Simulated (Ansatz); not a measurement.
Reaction (ligand exchange at the Si–C bond): `[SiH3]C1C=C1` + `OBCO` → `OCBO[SiH3]` + `C1=CC1`

Isolated molecules relaxed with PBE0-D4/def2-TZVP in Ansatz; ΔE leaves out vibrations. CCSD(T)/CBS is the MP2 limit (def2-TZVPP, def2-QZVPP) plus CCSD(T) − MP2 in def2-TZVPP, frozen cores. This one scheme is used for every species. Functionals use def2-TZVPP. B3LYP here is the variant with VWN-RPA as its local correlation; programs differ in this. One conformer a species, not always the lowest.

```csv
level,ΔE (kJ/mol),difference from CCSD(T)/CBS
PBE-D4,-67.3,16.7
r2SCAN-D4,-80.4,3.6
PBE0-D4,-74.5,9.5
B3LYP-D4,-85.3,-1.3
ωB97X-V,-84.2,-0.2
ωB97M-V,-82.6,1.4
B2PLYP,-88.7,-4.7
PBE,-69.3,14.7
r2SCAN,-80.7,3.3
PBE0,-76.1,7.9
B3LYP,-88.6,-4.6
HF/def2-TZVPP,-111.8,-27.8
MP2/def2-TZVPP,-84.7,-0.7
SCS-MP2/def2-TZVPP,-90.6,-6.6
CCSD/def2-TZVPP,-89.2,-5.2
CCSD(T)/def2-TZVPP,-84.8,-0.8
HF/def2-QZVPP,-113.3,-29.3
MP2/def2-QZVPP,-84.8,-0.8
SCS-MP2/def2-QZVPP,-90.5,-6.5
HF/CBS(def2),-113.5,-29.5
MP2/CBS(def2),-84.0,0.0
CCSD/CBS(def2),-88.5,-4.5
CCSD(T)/CBS,-84.0,0
```

Largest T1 diagnostic among the species: 0.012.

In def2-TZVPP, CCSD(T) changes the Hartree–Fock value by +27.0 kJ/mol (the triples alone add +4.4 kJ/mol) and MP2 by +27.1 kJ/mol. From PBE to PBE0 (25 % exact exchange), in def2-TZVPP and without D4, ΔE moves by −6.8 kJ/mol.
